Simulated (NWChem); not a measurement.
System: CH₂ClF; SMILES FCCl

Results from NWChem. The geometry was optimised at PBE0/def2-SVP. Level: B3LYP/def2-SVP with COSMO at NWChem's default radii, gas-phase geometry; the question gives the dielectric constant.

Q: Estimate the computed values for dielectric constant 46.7. Quantities: electrostatic solvation energy (kcal/mol); dipole in solution (D).

A: 
```yaml
electrostatic solvation energy (kcal/mol): -3.0
dipole in solution (D): 2.15
```
